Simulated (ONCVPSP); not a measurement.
**argon: what ONCVPSP 4.0.1 does with a changed input**

Command:

```bash
oncvpsp.x < Ar.dat > Ar.out
```

Input:

```
# ATOM AND REFERENCE CONFIGURATION
# atsym  z   nc   nv     iexc    psfile
  Ar 18.00    1    4        4      upf
#
#   n    l    f
    1    0    2.00
    2    0    2.00
    2    1    6.00
    3    0    2.00
    3    1    6.00
#
# PSEUDOPOTENTIAL AND OPTIMIZATION
# lmax
    2
#
#   l,   rc,      ep,       ncon, nbas, qcut
    0    0.60    0.00    5    8   19.90
    1    0.65    0.00    3    8   18.20
    2    0.50   -0.50    3    7   16.60
#
# LOCAL POTENTIAL
# lloc, lpopt,  rc(5),   dvloc0
    4    5    0.45    0.00
#
# VANDERBILT-KLEINMAN-BYLANDER PROJECTORs
# l, nproj, debl
    0    2    1.80
    1    2    1.00
    2    2    1.40
#
# MODEL CORE CHARGE
# icmod, fcfact, rcfact
    3    2.75    1.35
#
# LOG DERIVATIVE ANALYSIS
# epsh1, epsh2, depsh
  -12.00    5.00    0.04
#
# OUTPUT GRID
# rlmax, drl
    6.00    0.01
#
# TEST CONFIGURATIONS
# ncnf
    4
# nvcnf
#   n    l    f
    4
    2    0    2.00
    2    1    6.00
    3    0    2.00
    3    1    5.00
#
    4
    2    0    2.00
    2    1    6.00
    3    0    2.00
    3    1    4.00
#
    4
    2    0    2.00
    2    1    6.00
    3    0    2.00
    3    1    3.00
#
    4
    2    0    1.00
    2    1    6.00
    3    0    2.00
    3    1    6.00
#
```

This is an input that runs to its end, with one change: ep of the empty channel l = 2 set to -0.50 Ha.

**Question.** How does the run end?

**Answer.** The program runs through. Ghost flags: GHOST(+) d at 7791.2 eV; the largest excitation error among the 4 tests with output is 414 meV, as for the unchanged input. Messages: WARNING scattering state with energy 0.25000000; WARNING wellstate: negative energy specified for n= 3 l= 2; WARNING will be used for the first projector.

```

   n   l     f        eae           eps        diff
   1   0  2.0000 -116.50627593
   2   0  1.0000  -12.23812985  -12.26652492   -2.84D-02
   2   1  6.0000   -9.83877406   -9.83041283    8.36D-03
   3   0  2.0000   -1.46099917   -1.46308528   -2.09D-03
   3   1  6.0000   -0.90222250   -0.90181278    4.10D-04

    Total energies and differences
      AE_ref= -5.29229852D+02  AE_tst= -5.17665226D+02  dif=  1.16D+01
      PS_ref= -2.11199273D+02  PS_tst= -1.99619496D+02  dif=  1.16D+01
      PSP excitation error= -1.52D-02
```
